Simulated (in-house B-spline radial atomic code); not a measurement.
Values are calculated unless marked as measured or tabulated.
Two electrons in Ge: a parabolic dot with ħω = 28.4 meV in all three directions with an ionised donor at its centre

For Ge the NSM archive of the Ioffe Institute lists m_l = 1.6 m0, m_t = 0.08 m0 and ε = 16.2; the model takes one isotropic valley with the conductivity mass 3/(1/m_l + 2/m_t) = 0.117 m0, and so misses anisotropy and the other valleys. All triplets below are those of one valley; with several valleys two electrons can form a triplet in the 1s orbital itself, at an energy set by the valley splitting. Real donors also feel a central-cell potential, which shifts the ground state.

Effective-mass model with parabolic bands, a uniform dielectric constant, no image charges, no central-cell or spin-orbit terms. Two-electron levels come from full CI in B-splines with partial waves to l = 5 (up to 0.001 effective hartree above the limit).

Q: What are the effective units, and what is the potential in them?

A: Ha* = 27211.386 meV × 0.117/16.2² = 12.13 meV and a* = 0.0529177 nm × 16.2/0.117 = 7.327 nm. The frequency is ω = 2.34 Ha*, with −1/r added.

In these units the lowest s and p orbitals lie at 1.6054 and 4.6617, and their Coulomb and exchange integrals are J_ss = 1.4316, J_sp = 1.1037 and K_sp = 0.1998. Full CI gives 4.5602 for the ground singlet, 7.1513 for the sp triplet, 7.4987 for the sp singlet and 9.1533 for the lowest triplet of two s orbitals.

Q: What does it cost to add the second electron, to first order and exactly?

A: To first order E = 2ε_s + J_ss = 4.6424, so the charging energy E(2) − 2E(1) is J_ss = 17.37 meV. CI gives 4.5602 − 2 × (1.6054) = 1.3494, or 16.37 meV: relaxation and correlation lower it by 0.9969 meV, 5.7 % of J_ss. The s² configuration of one-electron orbitals holds 98.8 % of the state, and the mean radius is 4.9 nm.

Q: How far above the singlet do the triplets lie?

A: To first order the sp triplet lies at ε_s + ε_p + J_sp − K_sp = 7.1710, which is 30.68 meV above 2ε_s + J_ss. CI gives 7.1513 − (4.5602) = 2.5911, or 31.43 meV, 85 % of the orbital spacing of 37.08 meV. The ss triplet lies 55.72 meV up, so the lower of the two is the sp one, and its gap equals k_BT at 365 K. The sp singlet-triplet splitting is 4.215 meV, against 2K_sp = 4.848 meV.
